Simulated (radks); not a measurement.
Valence configurations of the krypton ion Kr+ (all share [Ar]). Method: scalar-relativistic Kohn-Sham, PBEsol, spin-unpolarised, spherical densities, point nucleus; computed with a radial shooting solver on a logarithmic mesh with Libxc functionals. Energies are relative to 3d10 4s2 4p5; eigenvalues in eV.

valence           E (eV)    e(3d)    e(4p)    e(4s)
3d10 4s2 4p5       0.000  -93.295  -19.546  -33.980
3d10 4s1.5 4p5.5   7.236  -94.063  -19.869  -34.380
3d10 4s1 4p6      14.510  -94.819  -20.185  -34.771
3d9.5 4s2 4p5.5   38.316  -100.06  -20.466  -35.341
3d9 4s2 4p6       79.583  -106.93  -21.380  -36.681

NIST lists [Ar] 3d10 4s2 4p5 as the ground configuration; this level of theory agrees among the configurations tried. The energies are those of spherical spin-averaged densities, not of single terms.
